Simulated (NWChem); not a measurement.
System: SnIF, singlet; SMILES [F][Sn][I]

NWChem input:

```
start job
memory heap 200 mb stack 900 mb global 1100 mb
geometry units angstroms noautosym nocenter noautoz
  Sn     0.311267     1.262720     0.000000
  F     -1.560145     1.827923     0.000000
  I     -0.073522    -1.454427     0.000000
end
basis spherical
  * library def2-svpd
end
ecp
  Sn library def2-ecp
  I library def2-ecp
end
dft
  xc xcamb88 1.00 lyp 1.0 hfexch 1.00
  cam 0.33 cam_alpha 0.0 cam_beta 1.0
  iterations 150
end
property
  response 1 0.0
end
task dft property
```

Parts of the log:

```
             Northwest Computational Chemistry Package (NWChem) 7.3.0
             --------------------------------------------------------

                             Geometry "geometry" -> ""
                             -------------------------

 Output coordinates in angstroms (scale by  1.889725989 to convert to a.u.)

  No.       Tag          Charge          X              Y              Z
 ---- ---------------- ---------- -------------- -------------- --------------
    1 Sn                  50.0000     0.31126700     1.26272000     0.00000000
    2 F                    9.0000    -1.56014500     1.82792300     0.00000000
    3 I                   53.0000    -0.07352200    -1.45442700     0.00000000

 Effective nuclear repulsion energy (a.u.)     702.8646529698

                                 NWChem DFT Module
                                 -----------------

 Summary of "ao basis" -> "ao basis" (spherical)
 ------------------------------------------------------------------------------
       Tag                 Description            Shells   Functions and Types
 ---------------- ------------------------------  ------  ---------------------
 Sn                        def2-svpd                12       32   5s4p3d
 F                         def2-svpd                 9       23   4s3p2d
 I                         def2-svpd                13       35   5s5p3d

            General Information
            -------------------
          SCF calculation type: DFT
          Wavefunction type:  closed shell.
          No. of atoms     :     3
          No. of electrons :    56
           Alpha electrons :    28
            Beta electrons :    28
          Charge           :     0
          Spin multiplicity:     1
          Use of symmetry is: off; symmetry adaption is: off
          Maximum number of iterations: 150
          AO basis - number of functions:    90
                     number of shells:    34
          Convergence on energy requested:  1.00D-06
          Convergence on density requested:  1.00D-05
          Convergence on gradient requested:  5.00D-04

              XC Information
              --------------
                     Hartree-Fock (Exact) Exchange  1.000
                   CAM-Becke88 Exchange Functional  1.000
              Lee-Yang-Parr Correlation Functional  1.000

           Range-Separation Parameters
           ---------------------------
           Alpha           :  0.00
           Beta            :  1.00
           Gamma           :  0.33
           Short-Range HF  :     F

             Grid Information
             ----------------
          Grid used for XC integration:  medium
          Radial quadrature: Mura-Knowles
          Angular quadrature: Lebedev.
          Tag              B.-S. Rad. Rad. Pts. Rad. Cut. Ang. Pts.
          ---              ---------- --------- --------- ---------
          Sn                  1.45      123          13.0       590
          F                   0.50       49          13.0       434
          I                   1.40      123          13.0       590
          Grid pruning is: on
          Number of quadrature shells:   295
          Spatial weights used:  Erf1

      Superposition of Atomic Density Guess
      -------------------------------------

 Sum of atomic energies:        -695.51659639

      Non-variational initial energy
      ------------------------------

 Total energy =    -609.247863
 1-e energy   =   -1417.252385
 2-e energy   =     615.307311
 HOMO         =      -0.292760
 LUMO         =      -0.053712

   convergence    iter        energy       DeltaE   RMS-Dens  Diis-err
 ---------------- ----- ----------------- --------- --------- ---------
 d= 0,ls=0.0,diis     1   -611.1433310864 -8.04D+02  1.91D-02  8.06D-01
 d= 0,ls=0.0,diis     2   -611.0724214623  7.09D-02  6.74D-03  2.25D+00
 d= 0,ls=0.0,diis     3   -611.2583909885 -1.86D-01  1.81D-03  1.10D-02
 d= 0,ls=0.0,diis     4   -611.2596426551 -1.25D-03  6.84D-04  3.00D-03
 d= 0,ls=0.0,diis     5   -611.2600253363 -3.83D-04  1.30D-04  4.23D-05
  Resetting Diis
 d= 0,ls=0.0,diis     6   -611.2600361952 -1.09D-05  5.63D-05  3.02D-06
 d= 0,ls=0.0,diis     7   -611.2600381120 -1.92D-06  1.63D-05  4.27D-07
 d= 0,ls=0.0,diis     8   -611.2600383535 -2.41D-07  6.61D-06  1.55D-07

         Total DFT energy =     -611.260038353498
      One electron energy =    -1418.087199909315
           Coulomb energy =      664.236288022428
    Exchange-Corr. energy =      -50.106337698853
 Nuclear repulsion energy =      192.697211232242

 Numeric. integr. density =       56.000007818871

                       DFT Final Molecular Orbital Analysis
                       ------------------------------------

 Vector   26  Occ=2.000000D+00  E=-3.678146D-01
              MO Center=  9.6D-02, -5.8D-01,  6.8D-09, r^2= 4.1D+00
   Bfn.  Coefficient  Atom+Function         Bfn.  Coefficient  Atom+Function
  ----- ------------  ---------------      ----- ------------  ---------------
    68      0.431539  3 I  py                71      0.329402  3 I  py
    67     -0.320311  3 I  px                 3     -0.285567  1 Sn s
    70     -0.263447  3 I  px                13     -0.199738  1 Sn py
    65     -0.173215  3 I  py                12     -0.161525  1 Sn px
    62     -0.140296  3 I  py                38     -0.136745  2 F  py

 Vector   27  Occ=2.000000D+00  E=-3.675998D-01
              MO Center= -5.0D-02, -1.2D+00, -9.2D-09, r^2= 2.4D+00
   Bfn.  Coefficient  Atom+Function         Bfn.  Coefficient  Atom+Function
  ----- ------------  ---------------      ----- ------------  ---------------
    69      0.590368  3 I  pz                72      0.496965  3 I  pz
    66     -0.239601  3 I  pz                63     -0.193569  3 I  pz
    14      0.111264  1 Sn pz                39      0.071844  2 F  pz
    17      0.071094  1 Sn pz                42     -0.049097  2 F  pz
    19      0.048111  1 Sn d -1              75      0.043625  3 I  pz

 Vector   28  Occ=2.000000D+00  E=-3.571500D-01
              MO Center= -4.4D-03, -7.0D-01, -3.8D-09, r^2= 4.0D+00
   Bfn.  Coefficient  Atom+Function         Bfn.  Coefficient  Atom+Function
  ----- ------------  ---------------      ----- ------------  ---------------
    67      0.510680  3 I  px                70      0.429649  3 I  px
     3     -0.311756  1 Sn s                 68      0.213448  3 I  py
    64     -0.206339  3 I  px                 4     -0.195240  1 Sn s
    71      0.170621  3 I  py                13     -0.167782  1 Sn py
    61     -0.166589  3 I  px                37     -0.147837  2 F  px

 Vector   29  Occ=0.000000D+00  E=-5.410685D-02
              MO Center=  3.7D-01,  1.1D+00, -1.4D-08, r^2= 4.1D+00
   Bfn.  Coefficient  Atom+Function         Bfn.  Coefficient  Atom+Function
  ----- ------------  ---------------      ----- ------------  ---------------
    17      0.607737  1 Sn pz                14      0.524713  1 Sn pz
    72     -0.204379  3 I  pz                69     -0.174938  3 I  pz
    11     -0.168826  1 Sn pz                39      0.157386  2 F  pz
     8     -0.156546  1 Sn pz                42     -0.118813  2 F  pz
    45     -0.098351  2 F  pz                66      0.070671  3 I  pz

 Vector   30  Occ=0.000000D+00  E= 1.024981D-02
              MO Center=  3.9D-01,  9.3D-01, -1.1D-08, r^2= 8.4D+00
   Bfn.  Coefficient  Atom+Function         Bfn.  Coefficient  Atom+Function
  ----- ------------  ---------------      ----- ------------  ---------------
     5      0.872801  1 Sn s                  4     -0.649438  1 Sn s
    60     -0.569318  3 I  s                 13      0.448784  1 Sn py
    16      0.381545  1 Sn py                59      0.296447  3 I  s
    68      0.262594  3 I  py                 3     -0.240336  1 Sn s
    71      0.236614  3 I  py                58      0.223709  3 I  s

 Vector   31  Occ=0.000000D+00  E= 2.482814D-02
              MO Center=  7.2D-01,  1.1D+00, -1.4D-08, r^2= 6.1D+00
   Bfn.  Coefficient  Atom+Function         Bfn.  Coefficient  Atom+Function
  ----- ------------  ---------------      ----- ------------  ---------------
     4      0.983992  1 Sn s                 15     -0.853354  1 Sn px
    36     -0.578023  2 F  s                 43     -0.416807  2 F  px
    12     -0.412887  1 Sn px                73     -0.225829  3 I  px
     3      0.223628  1 Sn s                 32     -0.215944  1 Sn d  2
     5     -0.194816  1 Sn s                 37      0.182173  2 F  px

     Multipole analysis of the density
     ---------------------------------

     L   x y z        total         alpha         beta         nuclear
     -   - - -        -----         -----         ----         -------
     0   0 0 0      0.000000    -28.000000    -28.000000     56.000000

     1   1 0 0      1.171470      9.119247      9.119247    -17.067024
     1   0 1 0      0.646558     -7.113239     -7.113239     14.873035
     1   0 0 1      0.000000      0.000000      0.000000      0.000000

     2   2 0 0    -45.371719    -65.847753    -65.847753     86.323788
     2   1 1 0      4.351203     27.791145     27.791145    -51.231086
     2   1 0 1      0.000000      0.000000      0.000000      0.000000
     2   0 2 0    -42.332561   -231.919478   -231.919478    421.506396
     2   0 1 1      0.000000      0.000000      0.000000      0.000000
     2   0 0 2    -39.939599    -19.969799    -19.969799      0.000000

 *** CALLING NEW AORESP DRIVER FOR CLOSED AND OPEN SHELLS ***
 Entering AOResponse driver routine

--------------------------------------------------------------------------------

          -----------------------------------------------
          Solving response equations for perturbing field
          -----------------------------------------------

 number of frequencies:     1
 frequency in a.u.:  0.0000000E+00
 Perturbing field: electric
 Using El. Dipole Length Gauge

 Setting up CPKS with frequency omega =      0.00000000 a.u.

 STATIC response

                                NWChem CPHF Module
                                ------------------

  scftype          =     RHF
  nclosed          =       28
  nopen            =        0
  variables        =     1736
  # of vectors     =        3
  tolerance        = 0.10D-03
  level shift      = 0.00D+00
  max iterations   =       50
  max subspace     =       30

 SCF residual:    4.3251778279647471E-004

Iterative solution of linear equations
  No. of variables     1736
  No. of equations        3
  Maximum subspace       30
        Iterations       50
       Convergence  1.0D-04

   iter   nsub   residual    time
   ----  ------  --------  ---------
     1      3    2.65D+00      41.7
     2      6    3.32D+00      48.0
     3      9    1.40D+00      54.4
     4     12    4.90D-02      60.7
     5     15    1.68D-02      67.0
     6     18    4.11D-03      73.2
     7     21    1.62D-03      79.8
     8     24    3.26D-04      86.7
     9     27    1.01D-04      93.5
    10     30    2.44D-05     100.5

 Electric Dipole Response Matrix (nonzero elements):

              1        2        3
    1   65.9294   4.4752  -0.0000
    2    4.4753 109.8015  -0.0000
    3   -0.0000  -0.0000  59.8490

 ------------------------------------------
 average:        78.52661 + I       0.00000

 DFT Linear Response polarizability / au
 Frequency  =       0.0000000 / au
              X              Y              Z
 -----------------------------------------------
 X      65.9293511      4.4752239     -0.0000001
 Y       4.4752544    109.8014968     -0.0000003
 Z      -0.0000001     -0.0000003     59.8489803
 -----------------------------------------------
 Eigenvalues =      65.4775049    110.2533430     59.8489803
 Isotropic   =      78.5266094
 Anisotropic =      47.8390831
 -----------------------------------------------

 Magnetic Dipole Response Matrix (nonzero elements):

 Exiting AOResponse driver routine
```

Level: LC-BLYP (range parameter 0.33 per bohr)/def2-SVPD with def2 effective core potentials on Sn, I. Low-valent species are run as closed-shell singlets; no triplet was tried in these runs. All runs use the structure optimised with PBE0/def2-SVP. def2 effective core potentials on Sn, I; no spin-orbit coupling.
